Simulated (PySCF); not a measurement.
Saddle point of GeNH7O, closed shell (GeH₄O ([OH][GeH3]) + NH₃ → GeNH₅ ([NH2][GeH3]) + H₂O; bonds formed: Ge1–N7, O2–H6; bonds broken: Ge1–O2, H6–N7), PBE0-D4/def2-TZVP structure:

| atom | x (Å) | y (Å) | z (Å) |
| --- | --- | --- | --- |
| Ge1 | -0.4285 | 0.3413 | -0.7903 |
| O2 | 0.0479 | 1.0734 | 1.1907 |
| H3 | -0.5090 | -0.5941 | -2.0637 |
| H4 | -1.9103 | 0.4321 | -0.3816 |
| H5 | 0.3331 | 1.5660 | -1.3064 |
| H6 | 0.5564 | -0.1872 | 1.0853 |
| N7 | 0.6958 | -0.9587 | 0.2420 |
| H8 | -0.6935 | 1.2733 | 1.7643 |
| H9 | 0.2705 | -1.8679 | 0.3693 |
| H10 | 1.6376 | -1.0782 | -0.1095 |

Energies are electronic, without zero-point energy. Barriers and step energies count from the start structure reached by relaxing down the imaginary mode; all methods use the PBE0-D4 structures, on which another method's saddle can fall below an end. Program: PySCF 2.14 with density fitting (its default auxiliary sets; JK sets also for MP2 and CCSD(T)). Basis: def2-TZVPP, with def2-QZVPP for the basis limit. Cores are frozen in the correlated methods. Filled d shells of the heavier atoms are correlated. The def2 sets are not built for correlating such inner shells, so the correlated values are less sure here. B3LYP uses VWN-RPA correlation. Extrapolation: Hartree–Fock as exp(−7.88 √X), correlation as X^−2.97.

```csv
method,barrier (kJ/mol),step energy (kJ/mol)
SPW92,?,6.6
PBE-D4,101.9,10.2
r2SCAN-D4,?,15.4
PBE0-D4,114.5,10.4
B3LYP-D4,124.9,14.3
BHLYP-D4,139.8,16.6
wB97M-V,125.8,16.1
HF,?,21.1
MP2,124.1,12.0
CCSD,137.6,13.7
CCSD(T),129.1,13.0
```

Q: Fill in the withheld barriers. (Judge from chemistry; the value comes from the calculation.)

A: Computed: r2SCAN-D4 113.6; HF 179.1; SPW92 74.1 kJ/mol. Each is the energy of the saddle less that of the start structure, by the same method.

For comparison, the barrier by CCSD(T) at an estimated basis limit (MP2 extrapolated from triple and quadruple zeta, plus CCSD(T) − MP2 in triple zeta) is 130.1 kJ/mol.

The T1 diagnostic stays at or below 0.012.

Labels in which every atom is bracketed show which atoms are joined, not bond orders.

For scale, one of the runs: CCSD(T)/def2-TZVPP, 208 basis functions, launched by `OMP_NUM_THREADS=4 python run.py`. The run took 16 min on 4 CPU threads of an Arm Neoverse V1 (shared host), with 3.5 GiB of host memory at its peak.
